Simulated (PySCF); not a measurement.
Rubidium: highly charged ions in a basis for the neutral atom

Rb⁶⁺ [Ar] 3d10 4s2 4p1, Rb⁷⁺ [Ar] 3d10 4s2. Calculation: PySCF 2.14, in def2-TZVP with the def2 core potential (28 electrons) (6s4p3d, 33 functions); scalar relativity through the core potential. No spin-orbit coupling, so a gap to NIST mixes the basis error with missing relativistic terms.

Changed run: basis of the neutral atom used for a highly charged ion. This setting is unsound on purpose.

| species | method | sound run (hartree) | changed run (hartree) | converged |
| --- | --- | --- | --- | --- |
| Rb⁶⁺ | UHF | not run | -13.83942 | yes |
| Rb⁶⁺ | LDA | not run | -13.88254 | yes |
| Rb⁶⁺ | TPSS | not run | -13.97319 | yes |
| Rb⁷⁺ | UHF | not run | -10.27925 | yes |
| Rb⁷⁺ | LDA | not run | -10.31394 | yes |
| Rb⁷⁺ | TPSS | not run | -10.37665 | yes |

Ionisation energy of Rb⁶⁺:

| method | changed run (eV) | NIST (eV) |
| --- | --- | --- |
| UHF | 96.877 | 98.67 ± 0.04 |
| LDA | 97.107 | 98.67 ± 0.04 |
| TPSS | 97.867 | 98.67 ± 0.04 |

The contracted functions were made for the neutral atom and can be too rigid for a highly charged ion.
